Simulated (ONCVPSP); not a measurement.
# LDA (Perdew-Wang 92) ONCV dataset for Eu, scalar-relativistic all-electron reference.

Eu, optimised norm-conserving Vanderbilt (ONCV), made with ONCVPSP 4.0.1 (LDA (Perdew-Wang 92), scalar-relativistic). Core [Kr] 4d10, reference 4f7 5s2 5p6 6s2. Waves: 5s+6s: rc 2.05 bohr, ncon 4, nbas 9, qcut 6.5 1/bohr, 2 projectors; 5p: rc 2.45 bohr, ncon 4, nbas 8, qcut 5.8 1/bohr, 2 projectors, debl 1 Ha; d scattering state at 0.16 Ha: rc 2.70 bohr, ncon 4, nbas 7, qcut 4.2 1/bohr, 2 projectors, debl 3 Ha; 4f: rc 0.85 bohr, ncon 4, nbas 8, qcut 21.3 1/bohr, 2 projectors, debl 1.8 Ha. Local part: polynomial inside 0.55 bohr (lpopt 4, dvloc0 0 Ha). Core correction: polynomial model core, fcfact 0.7.

(1) Is a potential produced?

Answers

(1) No. ONCVPSP 4.0.1 stopped with "sratom123: lschfb convergence ERROR n,l,iter= 4 3 4": the all-electron bound-state solver failed for one shell.
